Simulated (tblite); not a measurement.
Input of a run (GFN2-xTB geometry optimisation, gas phase (tblite 0.8.0)), started from a force field or distance geometry:
```
{"job": {"kind": "relax", "xc": "GFN2-xTB", "basis": "xTB"}, "charge": 0, "multiplicity": 1}
C      3.345600    -1.096900    -0.088600
O      2.109800    -0.472900    -0.381400
Si     1.520900     0.348700     1.022200
Si    -0.662200     0.716900     0.573000
C     -0.687500     1.705300    -0.982600
S     -1.569300    -1.204900     0.395700
Si    -3.574700    -1.155900    -0.303600
H      3.976400    -0.304200     0.378900
H      3.214800    -1.972500     0.571900
H      3.766700    -1.388900    -1.052600
H      2.228300     1.630400     1.181200
H      1.582000    -0.498100     2.206700
H     -1.216200     1.502800     1.691200
H      0.137600     2.462100    -0.879900
H     -0.428200     1.125800    -1.882900
H     -1.627200     2.263000    -1.134600
H     -4.140100     0.185500    -0.387500
H     -3.597300    -1.886100    -1.589400
H     -4.389000    -1.950800     0.654800
```

Output (eV, eV/Å):
```
step      E/eV     max force
  0    -624.82812    2.568
  1    -625.03514    1.546
  2    -625.11894    1.007
  3    -625.14847    0.648
  4    -625.21253    0.468
  5    -625.23745    0.521
  6    -625.28217    0.467
  7    -625.30438    0.366
  8    -625.32690    0.389
  9    -625.34390    0.374
 10    -625.35709    0.318
 11    -625.36754    0.240
 12    -625.37763    0.292
 13    -625.38721    0.248
 14    -625.39727    0.282
 15    -625.40703    0.225
 16    -625.41451    0.210
 17    -625.42014    0.206
 18    -625.42509    0.203
 19    -625.43005    0.183
 20    -625.43576    0.194
 21    -625.44138    0.160
 22    -625.44557    0.168
 23    -625.44891    0.157
 24    -625.45219    0.139
 25    -625.45520    0.138
 26    -625.45792    0.112
 27    -625.46039    0.104
 28    -625.46272    0.100
 29    -625.46489    0.105
 30    -625.46678    0.095
 31    -625.46839    0.085
 32    -625.46990    0.105
 33    -625.47157    0.103
 34    -625.47342    0.101
 35    -625.47521    0.097
 36    -625.47674    0.095
 37    -625.47817    0.095
 38    -625.47969    0.110
 39    -625.48127    0.104
 40    -625.48268    0.074
 41    -625.48379    0.074
 42    -625.48470    0.072
 43    -625.48574    0.080
 44    -625.48705    0.080
 45    -625.48831    0.093
 46    -625.48925    0.067
 47    -625.49002    0.075
 48    -625.49081    0.071
 49    -625.49172    0.097
 50    -625.49261    0.099
 51    -625.49327    0.064
 52    -625.49377    0.055
 53    -625.49430    0.060
 54    -625.49486    0.089
 55    -625.49535    0.089
 56    -625.49577    0.065
 57    -625.49621    0.078
 58    -625.49685    0.122
 59    -625.49778    0.140
 60    -625.49896    0.110
 61    -625.50024    0.099
 62    -625.50163    0.111
 63    -625.50311    0.091
 64    -625.50456    0.102
 65    -625.50572    0.083
 66    -625.50676    0.078
 67    -625.50766    0.083
 68    -625.50910    0.105
 69    -625.51074    0.120
 70    -625.51244    0.098
 71    -625.51372    0.082
 72    -625.51461    0.116
 73    -625.51544    0.094
 74    -625.51643    0.078
 75    -625.51819    0.077
 76    -625.51898    0.089
 77    -625.52082    0.092
 78    -625.52211    0.098
 79    -625.52352    0.070
 80    -625.52479    0.091
 81    -625.52609    0.103
 82    -625.52725    0.094
 83    -625.52830    0.083
 84    -625.52916    0.062
 85    -625.52965    0.118
 86    -625.53031    0.062
 87    -625.53094    0.053
 88    -625.53275    0.101
 89    -625.53383    0.094
 90    -625.53513    0.066
 91    -625.53587    0.067
 92    -625.53670    0.080
 93    -625.53750    0.065
 94    -625.53815    0.047
 95    -625.53861    0.045
 96    -625.53907    0.046
 97    -625.53961    0.063
 98    -625.54012    0.046
 99    -625.54050    0.040
100    -625.54078    0.041
101    -625.54115    0.052
102    -625.54183    0.068
103    -625.54259    0.072
104    -625.54311    0.064
105    -625.54350    0.063
106    -625.54391    0.053
107    -625.54442    0.061
108    -625.54493    0.048
109    -625.54533    0.038
110    -625.54563    0.042
111    -625.54590    0.045
112    -625.54623    0.049
113    -625.54664    0.045
114    -625.54702    0.053
115    -625.54732    0.041
116    -625.54763    0.050
117    -625.54802    0.056
118    -625.54854    0.065
119    -625.54923    0.072
120    -625.55011    0.086
121    -625.55095    0.092
122    -625.55146    0.056
123    -625.55178    0.043
124    -625.55199    0.040
125    -625.55221    0.043
126    -625.55244    0.050
127    -625.55301    0.084
128    -625.55390    0.103
129    -625.55516    0.094
130    -625.55646    0.072
131    -625.55746    0.056
132    -625.55786    0.086
133    -625.55848    0.052
134    -625.55891    0.040
135    -625.55957    0.037
136    -625.56010    0.067
137    -625.56058    0.069
138    -625.56096    0.040
139    -625.56126    0.037
140    -625.56141    0.038
141    -625.56159    0.033
142    -625.56177    0.029
143    -625.56190    0.025
144    -625.56208    0.030
145    -625.56230    0.041
146    -625.56255    0.044
147    -625.56284    0.045
148    -625.56312    0.034
149    -625.56334    0.038
150    -625.56354    0.042
151    -625.56377    0.037
152    -625.56418    0.038
153    -625.56467    0.055
154    -625.56552    0.075
155    -625.56633    0.075
156    -625.56714    0.069
157    -625.56808    0.064
158    -625.56818    0.124
159    -625.57044    0.093
160    -625.57183    0.078
161    -625.57408    0.236
162    -625.57693    0.133
163    -625.57942    0.129
164    -625.58312    0.273
165    -625.58804    0.101
166    -625.59120    0.156
167    -625.59052    0.298
168    -625.59494    0.065
169    -625.59610    0.088
170    -625.59798    0.182
171    -625.59974    0.080
172    -625.60095    0.076
173    -625.60430    0.099
174    -625.60706    0.126
175    -625.60923    0.166
176    -625.61075    0.114
177    -625.61134    0.164
178    -625.61269    0.110
179    -625.61325    0.068
180    -625.61421    0.070
181    -625.61525    0.071
182    -625.61641    0.078
183    -625.61788    0.084
184    -625.61915    0.110
185    -625.62033    0.092
186    -625.62160    0.089
187    -625.62226    0.142
188    -625.62405    0.076
189    -625.62548    0.101
190    -625.62750    0.127
191    -625.63005    0.111
192    -625.63317    0.127
193    -625.63671    0.134
194    -625.63945    0.164
195    -625.64207    0.162
196    -625.64428    0.106
197    -625.64684    0.170
198    -625.64936    0.130
199    -625.65135    0.147
200    -625.65259    0.082
201    -625.65334    0.066
202    -625.65406    0.076
203    -625.65445    0.057
204    -625.65489    0.063
205    -625.65524    0.047
206    -625.65553    0.045
207    -625.65603    0.043
208    -625.65647    0.050
209    -625.65709    0.052
210    -625.65762    0.045
211    -625.65803    0.048
212    -625.65842    0.040
213    -625.65876    0.041
214    -625.65920    0.043
215    -625.65960    0.059
216    -625.66035    0.070
217    -625.66126    0.068
218    -625.66222    0.082
219    -625.66216    0.145
220    -625.66338    0.074
221    -625.66395    0.060
222    -625.66453    0.049
223    -625.66615    0.107
224    -625.66679    0.075
225    -625.66772    0.066
226    -625.66871    0.061
227    -625.66926    0.070
228    -625.67018    0.076
229    -625.67052    0.120
230    -625.67132    0.125
231    -625.67234    0.080
232    -625.67350    0.048
233    -625.67443    0.054
234    -625.67513    0.054
235    -625.67556    0.044
236    -625.67585    0.034
237    -625.67607    0.039
238    -625.67629    0.033
239    -625.67646    0.024
240    -625.67657    0.017
241    -625.67664    0.017
242    -625.67672    0.018
243    -625.67677    0.016
244    -625.67681    0.015
245    -625.67684    0.016
246    -625.67687    0.018
247    -625.67691    0.016
248    -625.67695    0.016
249    -625.67701    0.015
250    -625.67707    0.016
251    -625.67715    0.023
252    -625.67728    0.027
253    -625.67749    0.032
254    -625.67780    0.049
255    -625.67816    0.054
256    -625.67848    0.039
257    -625.67872    0.033
258    -625.67888    0.028
259    -625.67900    0.022
260    -625.67908    0.022
261    -625.67914    0.019
262    -625.67919    0.025
263    -625.67923    0.018
264    -625.67928    0.013
265    -625.67931    0.011
266    -625.67934    0.013
267    -625.67937    0.011
268    -625.67939    0.012
269    -625.67941    0.014
270    -625.67944    0.010
271    -625.67946    0.010
```

Summarise the run.

The energy falls by 82.1 kJ/mol over 271 L-BFGS steps, the largest force on an atom goes from 2.57 to 0.010 eV/Å, and the atoms move by 1.675 Å rms after alignment. The bond that changes most is O2–Si3 (silyl ether oxygen to oxygen-bound silicon), which shortens by 0.103 Å. Bonds longer at the end by more than 0.005 Å: 5 of 18; shorter: 9. Among the angles that change most is C1–O2–Si3, from 109.8° to 127.0°. Among the dihedrals that turn most is H12–Si3–Si4–C5, from -177° to -55°. The energy rose by more than 1e-5 eV at steps 167 and 219. The first step brought 24 % of the lowering.

What are the final bond lengths?

C1–O2 1.394 Å, O2–Si3 1.627 Å, Si3–Si4 2.291 Å, Si4–C5 1.908 Å, Si4–S6 2.176 Å, S6–Si7 2.134 Å, C1–H8 1.092 Å, C1–H9 1.092 Å, C1–H10 1.090 Å, Si3–H11 1.472 Å, Si3–H12 1.474 Å, Si4–H13 1.474 Å, C5–H14 1.086 Å, C5–H15 1.088 Å, C5–H16 1.088 Å, Si7–H17 1.458 Å, Si7–H18 1.459 Å, Si7–H19 1.452 Å. Numbering counts from 1 in the input's order; the species is `CO[SiH2][Si@@H](C)S[SiH3]`.

Time: 3.1 s of wall time. Hardware: an Arm Neoverse V1 with one thread, shared host with 32 logical CPUs at a one-minute load of 17.

Its GFN2-xTB frequencies are all real (lowest 21 cm⁻¹). The numbers are those of one conformer.

The numbers are calculated, not measured.
